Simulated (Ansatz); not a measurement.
Basis sets compared for the cluster K4H5⁻. The state is a singlet with charge -1. Geometry PBE0-D4/def2-SVPD. Ansatz on 4 threads of Arm Neoverse V2 on a shared host; times are rough, and most runs start from earlier orbitals.

| atom | x (Å) | y (Å) | z (Å) |
| --- | --- | --- | --- |
| K1 | 1.151 | -1.087 | 2.138 |
| K2 | -2.399 | -0.642 | 0.973 |
| K3 | 2.392 | 0.643 | -0.967 |
| K4 | -1.149 | 1.080 | -2.148 |
| H5 | -1.207 | -1.673 | 3.027 |
| H6 | 1.212 | 1.678 | -3.025 |
| H7 | -0.005 | -0.004 | -0.003 |
| H8 | 3.447 | -0.425 | 1.143 |
| H9 | -3.443 | 0.431 | -1.139 |

The 6-31G sets use Cartesian d functions. B3LYP takes the VWN-RPA correlation. At HF/STO-3G the highest occupied level of the charge -1 singlet lies above zero (up to 0.33 eV). In Hartree–Fock with STO-3G the lack of diffuse functions raises the level. The structure comes from a short search, and lower isomers may exist.

```tsv
level	functions	energy (Eh)	HOMO (eV)	LUMO (eV)	wall time
HF/STO-3G	57	-2374.8530	0.33	9.85	0.25 s
HF/6-31G	126	-2399.3103	-3.87	2.96	1.1 s
PBE-D4/def2-SVPD	148	-2401.4646	-0.51	1.83	2.5 s
B3LYP-D4/6-31G	126	-2402.6224	-1.30	2.09	3.4 s
PBE0-D4/def2-SVPD	148	-2401.6648	-1.46	2.10	3 s
```

Problem. Estimate the rows for PBE-D4/def2-TZVPD, B3LYP-D4/def2-TZVPD, PBE0-D4/def2-TZVPD.

Solution. 
```json
{"level": "PBE-D4/def2-TZVPD", "functions": "189", "energy (Eh)": "-2401.7854", "HOMO (eV)": "-0.52", "LUMO (eV)": "1.81", "wall time": "3.5 s"}
{"level": "B3LYP-D4/def2-TZVPD", "functions": "189", "energy (Eh)": "-2402.7672", "HOMO (eV)": "-1.34", "LUMO (eV)": "2.07", "wall time": "5.5 s"}
{"level": "PBE0-D4/def2-TZVPD", "functions": "189", "energy (Eh)": "-2401.9802", "HOMO (eV)": "-1.48", "LUMO (eV)": "2.16", "wall time": "4.6 s"}
```
